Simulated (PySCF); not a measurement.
## GeH⁺: energy against distance

Set-up: PySCF, scalar-relativistic core potentials, basis sets Ge cc-pVDZ-PP with ECP10, H cc-pVDZ. Energies in eV from Ge⁺ + H in their ground configurations at the same level. State: ¹Σ⁺ (singlet), closed shell.

```csv
R (Å),LC-ωPBE
1.374,-2.441
1.438,-2.694
1.502,-2.835
1.550,-2.882
1.598,-2.887
1.646,-2.858
1.710,-2.777
1.790,-2.621
1.886,-2.379
2.014,-1.998
```

**Question.** Put a parabola through the three lowest points of the LC-ωPBE curve and estimate Re, k and ωe (reduced mass 0.9943 u; 1 eV/Å² = 0.16022 mdyn/Å; ωe = 1302.8·√(k/μ) cm⁻¹).

**Answer.** Through R = 1.55, 1.598, 1.646 Å the second-order coefficient is 7.38 eV/Å², so Re ≈ 1.581 Å, k ≈ 2.36 mdyn/Å and ωe ≈ 2009 cm⁻¹. A polynomial fit of higher order to the unrounded LC-ωPBE energies gives Re = 1.581 Å, k = 2.55 mdyn/Å, ωe = 2084 cm⁻¹; anharmonicity and rounding make the difference.

The higher-order fit for each curve: LC-ωPBE: Re = 1.581 Å, ωe = 2084 cm⁻¹, De = 2.89 eV.

For an ion De counts to the pair picked by the measured ionisation energies or electron affinities, which need not be the lowest pair at this level.
